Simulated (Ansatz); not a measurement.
Fe3, relaxed as a multiplicity 9 with UKS PBE-D4/def2-TZVP in Ansatz, starting from the GFN1-xTB geometry. Force threshold 0.02 eV/Å.

The charge 0 multiplicity 9 is spin-contaminated (final ⟨S²⟩ up to 20.21, 20.00 for a pure state). An occupied level of the charge 0 multiplicity 9 lies above an empty one of the other spin, so a lower spin may lie lower. The structure comes from a short search, and lower isomers may exist.

Start:

```
atom   x (Å)   y (Å)   z (Å)
 Fe1  -1.428   0.050   1.084
 Fe2   0.897  -1.583  -0.297
 Fe3   0.531   1.533  -0.787
```

| step | energy (eV) | largest force component (eV/Å) | SCF passes |
| --- | --- | --- | --- |
| 1 | -103139.7745 | 1.592 | 322 |
| 2 | -103140.6651 | 1.295 | 93 |
| 3 | -103141.6686 | 2.206 | 174 |
| 4 | -103142.7857 | 1.214 | 89 |
| 5 (rejected) | -103142.6634 | 2.409 | 74 |
| 6 | -103142.9177 | 0.354 | 44 |
| 7 | -103142.9276 | 0.115 | 41 |
| 8 | -103142.9285 | 0.008 | 37 |

Force components are those of the run's own axes.

End:

```xyz
3

Fe   -1.005    0.019    0.766
Fe    0.617   -1.083   -0.206
Fe    0.387    1.064   -0.561
```

By distances, no bond broke or formed. The bond that changes most is Fe2–Fe3, from 3.18 to 2.19 Å (atoms count from 1). The end is the same structure that another start reached, the lowest one found.

No frequencies were taken in this run, so the end may be a saddle point.

Hardware: 2 threads of Arm Neoverse V2 on a shared host. Wall time 50 s.
